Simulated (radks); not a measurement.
Values are calculated unless marked as measured or tabulated.
All-electron atom: Hf2.5+ in [Xe] 4f14 5d(up 0.5, down 0.5) 6s(up 0.5, down 0) (fractional occupations, a model configuration).

Level of theory: scalar-relativistic Kohn-Sham, r2SCAN, spin-polarised, spherical densities, finite nucleus; meta-GGA in the generalised Kohn-Sham scheme; Fermi nuclear charge, rms radius 5.347 fm (a radial shooting solver on a logarithmic mesh with Libxc functionals).

Energy parts (eV):
| part | energy |
|---|---|
| total | -410254.94 |
| kinetic | 449395.63 |
| electron-nucleus | -1010453.38 |
| Hartree | 159170.22 |
| exchange-correlation | -8367.40 |

Orbitals (lengths in bohr, moments of r in powers of bohr; r(90%) holds 90 % of the orbital's charge):
| orbital | occ. | eigenvalue (eV) | <1/r> | r(90%) | <r^2> |
|---|---|---|---|---|---|
| 1s up | 1 | -65377.03 | 83.78 | 0.0345 | 0.0004953 |
| 1s down | 1 | -65377.02 | 83.78 | 0.0345 | 0.0004953 |
| 2s up | 1 | -11224.53 | 19.58 | 0.125 | 0.007640 |
| 2s down | 1 | -11224.53 | 19.58 | 0.125 | 0.007640 |
| 2p up | 3 | -9856.409 | 17.85 | 0.117 | 0.006286 |
| 2p down | 3 | -9856.406 | 17.85 | 0.117 | 0.006286 |
| 3s up | 1 | -2584.374 | 7.255 | 0.306 | 0.04966 |
| 3s down | 1 | -2584.372 | 7.255 | 0.306 | 0.04966 |
| 3p up | 3 | -2173.648 | 6.721 | 0.312 | 0.05034 |
| 3p down | 3 | -2173.646 | 6.721 | 0.312 | 0.05034 |
| 3d up | 5 | -1686.682 | 6.348 | 0.293 | 0.04189 |
| 3d down | 5 | -1686.679 | 6.348 | 0.293 | 0.04189 |
| 4s up | 1 | -543.9730 | 3.061 | 0.672 | 0.2476 |
| 4s down | 1 | -543.9629 | 3.061 | 0.672 | 0.2476 |
| 4p up | 3 | -408.6478 | 2.790 | 0.723 | 0.2816 |
| 4p down | 3 | -408.6361 | 2.790 | 0.723 | 0.2816 |
| 4d up | 5 | -232.8506 | 2.473 | 0.804 | 0.3325 |
| 4d down | 5 | -232.8339 | 2.473 | 0.803 | 0.3325 |
| 5s up | 1 | -91.1998 | 1.171 | 1.63 | 1.445 |
| 5s down | 1 | -91.1843 | 1.171 | 1.63 | 1.445 |
| 5p up | 3 | -58.8829 | 0.9847 | 1.94 | 1.989 |
| 5p down | 3 | -58.8463 | 0.9862 | 1.93 | 1.977 |
| 4f up | 7 | -39.5379 | 1.921 | 1.14 | 0.5839 |
| 4f down | 7 | -39.5046 | 1.922 | 1.14 | 0.5820 |
| 5d up | 0.5 | -22.6626 | 0.6466 | 3.07 | 4.613 |
| 5d down | 0.5 | -22.2260 | 0.6573 | 3.01 | 4.463 |
| 6s up | 0.5 | -22.2136 | 0.4393 | 4.11 | 9.251 |
| 6s down | 0 | -21.0308 | 0.4404 | 4.14 | 9.326 |

The highest occupied level is 6s up at -22.214 eV. The spin density at the nucleus is 47.32 e/bohr^3 (1s 0.25, 2s 0.10, 3s 0.09, 4s 0.02, 5s 0.85, 6s 46.01). The density falls to 0.001 e/bohr^3 at r = 3.75 bohr. The electron density at the nucleus is 1.282e+06 e/bohr^3 (large components only). Spin moment in Bohr magnetons: 0.5. Summed over all electrons, <r^2> = 38.50 bohr^2, which gives a Langevin (diamagnetic) susceptibility term of -30.5 x 10^-6 cm^3/mol.
